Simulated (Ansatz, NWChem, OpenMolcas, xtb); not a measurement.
# Ligand exchange: CH2BrCl + GeH3F → CH2ClF + GeH3Br

Species: CH2BrCl (bromochloromethane) `ClCBr`, singlet; GeH3F (fluorogermane) `[F][GeH3]`, singlet; CH2ClF (chlorofluoromethane) `FCCl`, singlet; GeH3Br `[GeH3][Br]`, singlet. The partners trade Br for F: C–Br and Ge–F bonds give way to C–F and Ge–Br.

Shapes, held fixed at every level: PBE0-D4/def2-TZVP. Programs: Ansatz 0.2.0, NWChem 7.3.0, OpenMolcas 26.06, xtb 6.7.1. A level may come from different programs for different species; with the same settings they agree closely. The zero-point and thermal change to 298 K, harmonic and unscaled (PBE0-D4/def2-TZVP), is +2.6 kJ/mol.

| level | kind | ΔH(298 K) (kJ/mol) | less CCSD(T)/def2-TZVPP |
| --- | --- | --- | --- |
| GFN1-xTB | semi-empirical | -129.5 | -122.9 |
| PBE0-D4/def2-TZVPP | global hybrid | -17.1 | -10.5 |
| r2SCAN0-D4/def2-TZVPP | global hybrid | -17.4 | -10.8 |
| wB97X-V/def2-TZVPP | range-separated hybrid | -12.0 | -5.4 |
| B2PLYP/aug-cc-pVDZ | double hybrid | -5.3 | +1.3 |
| MP2/def2-SVP | perturbation theory | -13.0 | -6.4 |
| CCSD(T)/def2-SVP | coupled cluster or CI | -18.5 | -11.9 |
| CCSD(T)/def2-TZVPP | coupled cluster or CI | -6.6 | 0.0 |

The highest level, CCSD(T)/def2-TZVPP, gives ΔH(298 K) = -6.6 kJ/mol; the levels span -129.5 to -5.3. GFN1-xTB strays far from the other rows. The column of differences is taken from that level and isn't an error. No measured value is set beside it here. Relativity is left out for Br, Ge. Outer-core shells of Br, Ge are correlated in most correlated rows, in sets that cover them unevenly.
